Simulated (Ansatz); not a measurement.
H2InO, SMILES `[OH][InH]` radical at its PBE0-D4/def2-TZVP geometry, where that method's forces vanish. The species carries charge 0 and has multiplicity 2. In: def2 effective core potential.

```xyz
4

O    -0.8269    0.4230    0.5796
In    0.7852   -0.0257   -0.5220
H    -0.9608    1.3601    0.7387
H     1.0026   -1.7574   -0.7962
```

**Question.** What forces (eV/Å) does PBE-D4/def2-TZVPP give on these atoms in Ansatz 0.2.0? (Best estimate.)

**Answer.** The calculation gave: 
```
O1  -0.324 -0.406  0.184
In2  0.372  0.107 -0.238
H3  -0.061  0.495  0.078
H4   0.013 -0.196 -0.023
```
